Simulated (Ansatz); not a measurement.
Start from `CO[SiH](N)O` and change one atom or group to get `CO[SiH](N)Cl`.

Ansatz, PBE0-D4/def2-TZVP geometries, multiplicity 1. Each molecule was computed in one conformer, which needn't be the lowest.

```tsv
property	`CO[SiH](N)O`
LUMO energy (PBE0/def2-TZVPP) / eV	1.02
size of the dipole moment (B3LYP/def2-TZVPP) / D	0.95
LUMO energy (B3LYP/def2-TZVPP) / eV	0.65
HOMO–LUMO gap (B3LYP/def2-TZVPP) / eV	8.18
zero-point energy (PBE0-D4/def2-TZVP) / kJ/mol	242.1
HOMO–LUMO gap (ωB97M-V/def2-TZVPP) / eV	12.66
```

Q: What does the change do to each property? (An estimate is asked.)

A: Ansatz gave: 
```
                                        property  `CO[SiH](N)Cl`  shift
              LUMO energy (PBE0/def2-TZVPP) / eV            0.85  -0.17
size of the dipole moment (B3LYP/def2-TZVPP) / D            1.65   0.70
             LUMO energy (B3LYP/def2-TZVPP) / eV            0.53  -0.12
           HOMO–LUMO gap (B3LYP/def2-TZVPP) / eV            8.26   0.08
  zero-point energy (PBE0-D4/def2-TZVP) / kJ/mol           208.3  -33.8
         HOMO–LUMO gap (ωB97M-V/def2-TZVPP) / eV           12.73   0.07
```

The zero-point energy changes by -33.8 kJ/mol with -3 modes. Dipoles are sizes alone; their direction can turn.

B3LYP here is the variant with VWN-RPA as its local correlation; programs differ in this.
